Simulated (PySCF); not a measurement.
# Electron correlation in K(2+) (potassium, charge +2)

[Ne] 3s2 3p5, 2P determinant. Computed with PySCF 2.14 in x2c-SVPall (5s3p2d, 24 functions), with the spin-free X2C one-electron Hamiltonian (Gaussian nucleus). Frozen: [Ne] 3s2; 5 electrons correlated.

Total MP2 correlation energy: -24.00 mhartree.

Same-spin part -7.49 and opposite-spin part -16.51 mhartree; SCS-MP2 scales them by 1/3 and 6/5 to -22.31 mhartree.

```tsv
level	correlation energy (mhartree)
CCSD	-27.48
(T)	-0.01
CCSD(T)	-27.49
```

Diagnostics: T1 = 0.00057, D1 = 0.0008, largest double amplitude 0.014.

Cost of the coupled-cluster step: 0.15 s of wall time on 1 thread of Neoverse-N1 (shared host), for 5 correlated electrons.
